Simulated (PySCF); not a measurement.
Relaxation of triplet CoO₃⁻

Method: PySCF, UB3LYP, basis Co def2-SVPD, O def2-SVPD (no relativity, density fitting). A (50,194) grid was used.

A hand-made side-on plus terminal start, of C2v symmetry, held to at least that symmetry:

Coordinates in bohr (charge -1 multiplicity 3):
```
Co    0.0000    0.0000   -0.4568
O     1.3606    0.0000    2.6447
O    -1.3606    0.0000    2.6447
O     0.0000    0.0000   -3.6064
```

Optimiser trace:
```tsv
step	E − E(last) (kJ/mol)	largest gradient (Eh/bohr)
0	2.63	0.01961
1	0.39	0.00877
2	0.02	0.00170
3	0.00	0.00019
4	0.00	0.00000
```

It ends at C2v with Co–O 1.664 Å, Co–O 1.826 Å (×2), O–O 1.409 Å; Co–O–O 67.3° (×2), O–Co–O 45.4°, O–Co–O 157.3° (×2) (after a last refinement on a finer grid). A frequency run shows a minimum. Other isomers or separated fragments may lie lower.

Other spin states or occupations of the open shell can lie lower.

The relaxation took 15 s on 2 threads of a shared Arm Neoverse V1 host, with 103 basis functions and 5 gradients; the process peaked at 0.68 GiB. Launch command: `OMP_NUM_THREADS=2 python axn.py task.json out`.
